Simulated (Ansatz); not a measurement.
Two isomers of C2H3FOSi: A = `FC1=C[SiH2]O1`, B = `C#CO[SiH2]F`.

Gas-phase electronic energies from Ansatz, PBE0-D4/def2-TZVP geometries. CCSD(T)/CBS adds triple-zeta CCSD(T) − MP2 to the extrapolated MP2 energy (def2 sets, frozen cores). DFT in def2-TZVPP. B3LYP here is the variant with VWN-RPA as its local correlation; programs differ in this. Each species was taken in one conformer, which may not be the lowest.

Question: Which isomer does CCSD(T)/CBS put lower? Give the gap. (Estimate.)

Answer: Computed: B, by 90.5 kJ/mol.

Question: Give E(B) − E(A) in kJ/mol with B2PLYP, LDA (SPW92), BLYP-D4, B3LYP-D4, B3LYP, CCSD/def2-TZVPP, CCSD(T)/def2-SVP. (An estimate is asked.)

Answer: Ansatz gave: B2PLYP -93.5, LDA (SPW92) -26.9, BLYP-D4 -88.5, B3LYP-D4 -87.5, B3LYP -90.0, CCSD/def2-TZVPP -91.2, CCSD(T)/def2-SVP -65.9. None reverses the order clearly.

Question: Does the order hold for the free energy at 298.15 K (harmonic terms from PBE0-D4)? (Estimate.)

Answer: The calculation gave: Yes: G(B) − G(A) = -102.5 kJ/mol, for one conformer each. Modes under 60 cm⁻¹, often nearly free rotors, make the harmonic entropy too high.

Largest T1 diagnostic: 0.014.

In def2-TZVPP, CCSD(T) changes the Hartree–Fock value by +28.1 kJ/mol (the triples alone add +5.6 kJ/mol) and MP2 by +21.2 kJ/mol. Leaving LDA and LC-ωPBE aside and taking each functional with its dispersion term where it has one, the values, not all of them listed here, spread over 45.6 kJ/mol, from B2PLYP to PBE-D4. LDA lies +22.4 kJ/mol from PBE without D4.
